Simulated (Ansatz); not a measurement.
Correlation energies of C₂H₁₁FN₂OSiZr, SMILES `C[N](C)[Zr]([NH2])([F])[O][SiH3]` by basis set

```xyz
19

C    -0.0378   -1.9837    1.4573
N     0.1612   -0.6093    1.0804
C     1.4689   -0.1080    1.4363
Zr   -0.9960    0.7530    0.1360
N    -2.7829   -0.1331   -0.2590
F    -1.1845    2.2619    1.3214
O    -0.0842    1.2405   -1.5259
Si    0.9686    1.4927   -2.7450
H     0.0671   -2.1231    2.5433
H    -1.0364   -2.3155    1.1686
H     0.6948   -2.6457    0.9726
H     1.6418   -0.1500    2.5208
H     2.2727   -0.6719    0.9421
H     1.5881    0.9430    1.1383
H    -3.0451   -0.5728   -1.1312
H    -3.6016   -0.0916    0.3341
H     2.3495    1.6509   -2.2109
H     0.6029    2.7239   -3.4944
H     0.9529    0.3390   -3.6848
```

Charge 0, multiplicity 1. Correlated methods include outer-core shells of Zr, which these sets cover unevenly. Zr: def2 effective core potential. The geometry is a stationary point of PBE0-D4/def2-TZVP. It is one conformer, not always the lowest. Frozen core, restricted reference, Ansatz 0.2.0.

```csv
basis,HF (Eh),MP2 corr.,CCSD corr.,(T),CCSD(T) total
def2-SVP,-700.68811,-1.35621,?,?,?
def2-TZVPP,?,-1.75015,-1.79633,?,?
def2-QZVPP,-701.27552,-1.90574,–,–,–
```

**Question.** Fill in the withheld values. (Best estimate.)

**Answer.** Ansatz gave: def2-SVP CCSD corr.: -1.42083; def2-SVP (T): -0.04228; def2-SVP CCSD(T) total: -702.15122; def2-TZVPP HF (Eh): -701.24407; def2-TZVPP (T): -0.07210; def2-TZVPP CCSD(T) total: -703.11250.
